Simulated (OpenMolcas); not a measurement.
Se4+: effect of the IPEA shift

```json
{
 "Program": "OpenMolcas 26.06",
 "Basis": "ANO-RCC-VTZP [6s5p3d1f]",
 "Scalar Hamiltonian": "DKH2, point nucleus",
 "Active space": "2 electrons in 9 orbitals (RAS2 4s 4p; RAS3 4d, at most 2 electrons)",
 "State averaging": "2S+1 = 3 even, 3 roots; 2S+1 = 1 even, 7 roots; 2S+1 = 3 odd, 3 roots; 2S+1 = 1 odd, 3 roots",
 "Spin-orbit coupling": "state interaction with AMFI integrals over the reference wave functions, term energies averaged over their components"
}
```

Methods on the same reference wave functions:
A. RASSCF
B. MS-RASPT2, IPEA 0 Eh, imaginary shift 0.1 Eh (closed shells correlated: 3d)
C. MS-RASPT2, IPEA 0.25 Eh, imaginary shift 0.1 Eh (closed shells correlated: 3d)

Energies in cm⁻¹ above 4s² ¹S₀, the measured ground level; measured values from the list in Rauch et al., Astron. Astrophys. 606, A105 (2017).

| Level | A | B | C | Measured |
| --- | --- | --- | --- | --- |
| 4s² ¹S₀ | 0.0 | 0.0 | 0.0 | 0.0 |
| 4s 4p ³P°₀ | 85782 | 87045 | 87041 | 89749 |
| 4s 4p ³P°₁ | 87225 | 88485 | 88481 | 91350 |
| 4s 4p ³P°₂ | 90389 | 91652 | 91648 | 94960 |
| 4s 4p ¹P°₁ | 133127 | 132922 | 132939 | 131733 |
| 4p² ¹D₂ | 208014 | 209748 | 209750 | 213203 |
| 4p² ³P₀ | 208749 | 210057 | 210097 | 211794 |
| 4p² ³P₁ | 210662 | 212000 | 212039 | 214091 |
| 4p² ³P₂ | 214283 | 215669 | 215703 | 218615 |

Deviations, from unrounded energies. A percentage is the sum of absolute deviations over the sum of measured energies, with the sign that they share, or ± where signs differ.

| Against measurement | Levels | A | B | C |
| --- | --- | --- | --- | --- |
| mean absolute deviation (cm-1) | 8 | 3800 | 2500 | 2500 |
| other configurations (%) | 8 | ±2.4 | ±1.6 | ±1.6 |

B, C lie about equally close to measurement and A furthest from it. The largest miss of C in the table is 4p² ¹D₂, by -3500 cm-1. The ranking rests on the paired levels alone, and a cruder setting can come out closer through cancelling errors.

Between B and C the level of the table that moves most is 4p² ³P₀, by 39 cm-1 (lowest in B, highest in C).

The lowest spin-free term lies below A's lowest term by 0.042 hartree in B, 0.041 hartree in C.

Active for correlation alone: 4d; no level in the range computed is led by a configuration that fills it, so any true level of that kind is missing. Some terms mix strongly with configurations of 4d, whose occupation reaches 0.21 (4p² ¹D). Computed and measured levels are paired by configuration, term and J; levels that our copy of the source lacks, or whose pairing is in doubt (as where it misses far off the trend of its configuration), stay unpaired and out of the deviations. Levels of configurations outside the active space are missing. Levels that lie high or do not pair safely by name in every column are left out.

° marks odd parity.
